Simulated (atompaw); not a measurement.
## Reading a pseudo-wave (Pm)

Columns: radius, all-electron u(r) and pseudo u(r) of the 6p shell (level -16.66 eV) of promethium in the configuration [Kr] 4d10 4f4 5s2 5p6 5d0 6s0 6p0; PBE, scalar-relativistic, PAW (atompaw) scheme, atompaw 4.2.0.5.

| r (bohr) | all-electron | pseudo |
| --- | --- | --- |
| 0.092 | 0.0226 | -0.0133 |
| 0.185 | -0.1389 | -0.0528 |
| 0.277 | -0.0333 | -0.1142 |
| 0.369 | 0.1266 | -0.1927 |
| 0.462 | 0.2036 | -0.2828 |
| 0.554 | 0.1826 | -0.3752 |
| 0.646 | 0.0986 | -0.4634 |
| 0.738 | -0.0110 | -0.5405 |
| 0.831 | -0.1207 | -0.6015 |
| 0.923 | -0.2124 | -0.6405 |
| 1.015 | -0.2803 | -0.6561 |
| 1.108 | -0.3232 | -0.6474 |
| 1.200 | -0.3411 | -0.6159 |
| 1.292 | -0.3373 | -0.5645 |
| 1.385 | -0.3149 | -0.4963 |
| 1.477 | -0.2779 | -0.4171 |
| 1.569 | -0.2295 | -0.3310 |
| 1.662 | -0.1723 | -0.2414 |
| 1.754 | -0.1101 | -0.1536 |
| 1.846 | -0.0449 | -0.0694 |
| 1.938 | 0.0215 | 0.0096 |
| 2.031 | 0.0882 | 0.0837 |
| 2.123 | 0.1524 | 0.1513 |
| 2.215 | 0.2138 | 0.2138 |
| 2.308 | 0.2724 | 0.2725 |
| 2.400 | 0.3263 | 0.3263 |

(1) How many radial nodes do the two functions have?

(2) Is the pseudo-wave norm-conserving?

Answers

(1) The all-electron 6p function has n − l − 1 = 4; the pseudo-wave has 1, since 1 lower shell of the same l stays in the valence.

(2) No, it belongs to a PAW set: the norm inside the radius is not constrained, and the difference is carried by the augmentation charge.
